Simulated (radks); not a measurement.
The numbers below are computed, except where a source is named.
Ba XXIV, configuration [Ar] 3d10 4s2 4p3. Code: a radial shooting solver on a logarithmic mesh with Libxc functionals. Model: scalar-relativistic Kohn-Sham, LB94 model potential, spin-polarised, spherical densities, finite nucleus; open shells are filled with parallel spins first (spin-orbit coupling, left out, can overturn this in heavy ions); Fermi nuclear charge, rms radius 4.8378 fm. Some entries of the table are withheld. Estimate them.

| orbital | occ. | eigenvalue (hartree) | <r^2> (bohr^2) | r(max) (bohr) |
|---|---|---|---|---|
| 1s up | 1 | -1401.235 | 0.0008856 | 0.01642 |
| 1s down | 1 | -1401.235 | 0.0008856 | 0.01642 |
| 2s up | 1 | -243.6505 | 0.01411 | 0.09273 |
| 2s down | 1 | -243.6157 | 0.01411 | 0.09274 |
| 2p up | 3 | -221.4485 | 0.01119 | 0.07446 |
| 2p down | 3 | -221.3931 | 0.01119 | 0.07447 |
| 3s up | 1 | -70.62731 | 0.09507 | 0.2649 |
| 3s down | 1 | -70.60967 | 0.09534 | 0.2651 |
| 3p up | 3 | -63.47364 | 0.09441 | 0.2587 |
| 3p down | 3 | -63.45744 | 0.09470 | 0.2589 |
| 3d up | 5 | -53.20369 | 0.07982 | 0.2120 |
| 3d down | 5 | -53.18975 | 0.08007 | 0.2120 |
| 4s up | 1 | -30.64916 | (1) | (2) |
| 4s down | 1 | -30.56811 | (3) | (4) |
| 4p up | 3 | -28.07721 | 0.4446 | (5) |
| 4p down | 0 | -27.98044 | 0.4395 | (6) |
| 4d up | 0 | -24.37825 | 0.4682 | 0.6127 |
| 4d down | 0 | -24.28644 | 0.4616 | 0.6073 |
| 5s up | 0 | -17.34472 | 1.246 | 1.083 |
| 5s down | 0 | -17.23924 | 1.253 | 1.083 |

Answer. 
(1) 4s up <r^2> (bohr^2): 0.4174
(2) 4s up r(max) (bohr): 0.5905
(3) 4s down <r^2> (bohr^2): 0.4129
(4) 4s down r(max) (bohr): 0.5873
(5) 4p up r(max) (bohr): 0.6068
(6) 4p down r(max) (bohr): 0.6030
